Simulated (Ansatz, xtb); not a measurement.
# Relative energy of two isomers of C2H8As2

Structure X: `C[AsH][AsH]C`, a singlet. Structure Y: `C[As](C)[AsH2]`, a singlet. Both are isolated molecules in the gas phase, relaxed with PBE0-D3(BJ)/def2-SVP; the shapes shown needn't be the lowest conformers.

X (Å):

```xyz
12

C     1.1746    0.2994    0.5758
C    -0.8814    3.0437   -1.0660
As    0.9684    1.9858    1.5832
As   -1.2851    2.4782    0.7816
H     0.9097    0.3943   -0.4859
H     0.5335   -0.4625    1.0413
H     2.2202   -0.0316    0.6544
H     1.6840    2.8601    0.5523
H    -1.2694    3.8812    1.3831
H    -1.7949    3.4539   -1.5218
H    -0.5786    2.1590   -1.6441
H    -0.0813    3.7943   -1.1074
```

Y (Å):

```json
{"atom": "C", "x (Å)": "-0.6600", "y (Å)": "-1.5400", "z (Å)": "-0.1152"}
{"atom": "C", "x (Å)": "-0.4460", "y (Å)": "0.2891", "z (Å)": "2.1971"}
{"atom": "As", "x (Å)": "0.6101", "y (Å)": "-1.1311", "z (Å)": "1.3349"}
{"atom": "As", "x (Å)": "2.0997", "y (Å)": "0.2323", "z (Å)": "-0.0427"}
{"atom": "H", "x (Å)": "-1.5246", "y (Å)": "-2.0662", "z (Å)": "0.3164"}
{"atom": "H", "x (Å)": "-1.0134", "y (Å)": "-0.6333", "z (Å)": "-0.6280"}
{"atom": "H", "x (Å)": "-0.1785", "y (Å)": "-2.2064", "z (Å)": "-0.8450"}
{"atom": "H", "x (Å)": "0.1866", "y (Å)": "0.8217", "z (Å)": "2.9213"}
{"atom": "H", "x (Å)": "-0.8409", "y (Å)": "1.0070", "z (Å)": "1.4637"}
{"atom": "H", "x (Å)": "-1.2837", "y (Å)": "-0.1735", "z (Å)": "2.7417"}
{"atom": "H", "x (Å)": "1.1578", "y (Å)": "1.4340", "z (Å)": "-0.1198"}
{"atom": "H", "x (Å)": "2.8266", "y (Å)": "0.8050", "z (Å)": "1.1701"}
```

**Question.** Estimate which is lower in electronic energy at CCSD(T)/def2-SVP + ΔMP2/def2-TZVPP, and by roughly how much.

**Answer.** Too close to call at this level: CCSD(T)/def2-SVP + ΔMP2/def2-TZVPP gives E(Y) − E(X) = −1.78 kcal/mol.

The same difference at several levels:

```
                             level              geometry  E(Y) − E(X) (kcal/mol)  departure from the last row (kcal/mol)  job, with rough time for the two
                          GFN2-xTB              GFN2-xTB                     −1.21                                   +0.56               optimisation, 4.7 s
                         HF/STO-3G              GFN2-xTB                     −1.03                                   +0.74               single point, 3.9 s
                r2SCAN-D4/def2-SVP              GFN2-xTB                     −1.52                                   +0.25                single point, 18 s
              PBE0-D3(BJ)/def2-SVP  PBE0-D3(BJ)/def2-SVP                     −1.45                                   +0.33             optimisation, 4.9 min
                       HF/def2-SVP  PBE0-D3(BJ)/def2-SVP                     −1.07                                   +0.70           part of the CCSD(T) run
                      MP2/def2-SVP  PBE0-D3(BJ)/def2-SVP                     −1.67                                   +0.10           part of the CCSD(T) run
                  CCSD(T)/def2-SVP  PBE0-D3(BJ)/def2-SVP                     −1.58                                   +0.20                      single point
CCSD(T)/def2-SVP + ΔMP2/def2-TZVPP  PBE0-D3(BJ)/def2-SVP                     −1.78                                                     single point, 4.3 min
```

As drawn, both hold the same kinds of bond in the same numbers.

The largest departure from CCSD(T)/def2-SVP + ΔMP2/def2-TZVPP is that of HF/STO-3G, 0.74 kcal/mol. The last row adds to CCSD(T) the change of the MP2 difference between the two basis sets, here −0.20 kcal/mol.

With thermal terms from frequencies at re-optimised GFN2-xTB minima (ideal gas, soft modes damped towards free rotors, one conformer each, 298.15 K, 1 atm): on the last row, ΔE + ΔZPE = −2.01, ΔH = −1.87, ΔG = −2.10 kcal/mol.

The correlated steps freeze 20 core orbitals; the filled d shell of As is correlated, in a basis made for valence electrons. Codes used: Ansatz 0.2.0, xtb 6.7.1; the last row on 2 threads of AMD EPYC (Zen 3) on a shared host.
